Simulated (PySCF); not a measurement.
C7H7, SMILES C1=CC2CC1[C]=C2, multiplicity 2.

The structure is a stationary point at ωB97X-D3(BJ)/def2-SVP. The isomer is the one that the SMILES or the coordinates give; other isomers of the formula were not compared. The values are those of a single conformer.

All values below come from ωB97X-D3(BJ)/def2-SVP in PySCF 2.14.0.

Harmonic, unscaled wavenumbers; measured fundamentals usually lie a few per cent lower.

| mode | ν (cm⁻¹) | IR (km/mol) | moving atoms (share of kinetic energy) |
|---|---|---|---|
| 1 | 427 | 3.9 | C 64 %, H 36 % |
| 2 | 467 | 4.2 | C 71 %, H 29 % |
| 3 | 522 | 2.6 | C 53 %, H 47 % |
| 4 | 551 | 4.0 | C 74 %, H 26 % |
| 5 | 716 | 7.4 | C 76 %, H 24 % |
| 6 | 723 | 28.9 | C 51 %, H 49 % |
| 7 | 772 | 14.4 | C 73 %, H 27 % |
| 8 | 794 | 22.2 | C 63 %, H 37 % |
| 9 | 828 | 10.8 | C 71 %, H 29 % |
| 10 | 898 | 1.0 | C 70 %, H 30 % |
| 11 | 907 | 5.4 | C 58 %, H 42 % |
| 12 | 924 | 3.0 | C 53 %, H 47 % |
| 13 | 938 | 3.0 | C 65 %, H 35 % |
| 14 | 961 | 1.1 | H 64 %, C 36 % |
| 15 | 981 | 3.4 | C 59 %, H 41 % |
| 16 | 989 | 0.9 | H 54 %, C 46 % |
| 17 | 1039 | 2.4 | H 67 %, C 33 % |
| 18 | 1105 | 0.7 | H 74 %, C 26 % |
| 19 | 1131 | 1.1 | H 93 % |
| 20 | 1172 | 2.1 | H 63 %, C 37 % |
| 21 | 1197 | 1.7 | H 52 %, C 48 % |
| 22 | 1244 | 2.1 | H 64 %, C 36 % |
| 23 | 1270 | 1.7 | H 66 %, C 34 % |
| 24 | 1276 | 3.2 | H 65 %, C 35 % |
| 25 | 1292 | 1.6 | H 59 %, C 41 % |
| 26 | 1341 | 17.5 | H 55 %, C 45 % |
| 27 | 1483 | 1.2 | H 89 %, C 11 % |
| 28 | 1664 | 6.3 | C 93 % |
| 29 | 1702 | 1.2 | C 93 % |
| 30 | 3098 | 30.0 | H 95 % |
| 31 | 3156 | 24.7 | H 92 %, C 8 % |
| 32 | 3172 | 19.9 | H 90 %, C 10 % |
| 33 | 3175 | 13.4 | H 92 %, C 8 % |
| 34 | 3241 | 1.6 | H 92 %, C 8 % |
| 35 | 3264 | 1.0 | H 91 %, C 9 % |
| 36 | 3266 | 4.7 | H 90 %, C 10 % |
